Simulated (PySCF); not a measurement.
Question: What does the GFN2-xTB structure of `NC(=O)[C@H](CC=O)C` look like in three dimensions?

Answer: 
Z-matrix in Å and degrees, rows numbered from 1:
```
C 
C   1  1.5250
C   2  1.5342  1  110.89
C   3  1.4960  2  113.76  1  -164.46
O   4  1.2013  3  125.94  2     1.50
C   2  1.5329  1  109.44  3   119.31
N   6  1.3501  2  114.21  1   143.83
O   6  1.2110  2  122.76  1   -35.65
H   1  1.0873  2  109.57  3   -65.73
H   1  1.0876  2  110.94  3    55.07
H   1  1.0869  2  110.12  3   175.42
H   2  1.0938  1  110.25  3  -120.46
H   3  1.0942  2  110.29  1    73.51
H   3  1.0951  2  110.32  1   -43.93
H   4  1.1077  3  113.43  2  -179.24
H   7  1.0077  6  120.36  2    15.62
H   7  1.0079  6  118.02  2   174.24
```

H16 on N7 lies 2.18 Å from O5, 6 bonds away (angle at H 126°; Bondi radii sum to 2.72 Å). N7 (amide nitrogen) is almost planar (angles 120.4°, 118.2° and 118.0°, sum 356.5°, 0.12 Å off the plane of its three neighbours). Of the pairs four or more bonds apart, those above aside, O8···H9 is among the closest relative to their van der Waals radii: 2.53 Å, 93 % of the sum of Bondi's values. The 4 C–C bonds span 1.496 Å (C3–C4, drawn single) to 1.534 Å (C2–C3, drawn single), a spread of 0.038 Å.

Computed geometry: GFN2-xTB, gas phase.

Point group: C1 (no symmetry element, even within 0.4 Å). Stationary, but not proved a minimum. The numbers are those of one conformer (C1–C2–C3–C4 -164°, C2–C3–C4–O5 2°, C1–C2–C6–N7 144°, C2–C6–N7–H 16° and 174°).
